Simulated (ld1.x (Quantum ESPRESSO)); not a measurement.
**Before and after: TM potential for C (Z = 6)**

| Item | Value |
| --- | --- |
| Element | C (Z = 6) |
| Generator | ld1.x (Quantum ESPRESSO) 7.5 |
| Type | norm-conserving Troullier–Martins (Kleinman–Bylander form) |
| Functional | PBE |
| Relativity | scalar-relativistic |
| Frozen core | [He] |
| Valence charge | 4 |
| Reference configuration | 2s1 2p3 |
| Partial waves | 2s (bound): rc 1.30 bohr; 3d channel at 0.1 Ry: rc 1.90 bohr; 2p (bound): rc 2.05 bohr |
| Local potential | the p channel |
| Core correction | none |

All-electron outer shells of the reference configuration (PBE, scalar-relativistic, ld1.x):

```json
{"shell": "1s", "level (eV)": "-274.35", "outermost node (bohr)": "–", "outermost maximum (bohr)": "0.17"}
{"shell": "2s", "level (eV)": "-14.20", "outermost node (bohr)": "0.38", "outermost maximum (bohr)": "1.22"}
{"shell": "2p", "level (eV)": "-5.71", "outermost node (bohr)": "–", "outermost maximum (bohr)": "1.20"}
```

Change: all radii scaled by about 0.94 (s 1.22, p 1.94, d 1.80 bohr).

Cutoffs: the cutoffs (Ry, on a coarse ladder) from which the occupation-weighted sum of valence levels, in a spherical-Bessel basis at the reference potential, stays within 10 and 1 mRy of its value at 400 Ry; they do not see the model core or the augmentation charge, which bear on the density cutoff. Errors are all-electron minus pseudo energies relative to the spin-unpolarised reference configuration.

Problem. Predict the effect on cutoff, ghosts and configuration errors.

Solution. The potential gets harder (30 Ry and 70 Ry → 35 Ry and 70 Ry); of the 7 tests that both files solve, the error grows in 0 and shrinks in 6 by more than 15 % and 0.3 meV (median size 26.4 → 20.8 meV); neither file shows a bound ghost. A smaller radius makes the pseudo-wave follow the all-electron one further in, where it bends more sharply, so more plane waves are needed. Less of the atom is replaced, so other configurations are described better.

```csv
quantity,base,changed
"cutoff, loose",30 Ry,35 Ry
"cutoff, tight",70 Ry,70 Ry
loose cutoff by channel (10 mRy a level),"s 25 Ry, p 25 Ry","s 30 Ry, p 25 Ry"
bound ghosts,none,none
"error for 2s2 2p2, meV [ΔE -8.48 eV]",+2.7,+1.9
"error for 2s2 2p1, meV [ΔE 2.38 eV]",+81,+65
"error for 2s2 2p0, meV [ΔE 26.54 eV]",+468,+393
"error for 2s2 2p1.5, meV [ΔE -4.51 eV]",+26,+21
"error for 2s1 2p0, meV [ΔE 74.73 eV]",+923,+793
"error for 2s0 2p4, meV [ΔE 8.50 eV]",-3.2,-2.0
"error for 2s2 2p2.3, meV [ΔE -9.64 eV]",-5.0,-4.1
```
